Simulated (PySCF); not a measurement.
# How ionic is MCa along the chalcogens?

PBE0 in PySCF with x2c-SVPall on every atom, spin-free X2C, for the lowest determinant that a PBE0 search found; no spin–orbit coupling. A negative dipole means M(+)Ca(−).

```tsv
M	state (unpaired electrons)	Re (Å)	μ (D)
O	singlet (closed shell)	1.805	8.38
S	singlet (closed shell)	2.299	9.85
Se	singlet (closed shell)	2.426	9.89
Te	singlet (closed shell)	2.639	9.82
```

**Question.** Give the ionic character |μ|/(e·Re) of each, with 1 e·Å = 4.803 D, and the positive end.

**Answer.** CaO 97 % (Ca positive), CaS 89 % (Ca positive), CaSe 85 % (Ca positive), CaTe 77 % (Ca positive). Lone pairs and polarisation enter μ too, so this number is only a rough measure of charge transfer.

Spin–orbit coupling is left out.
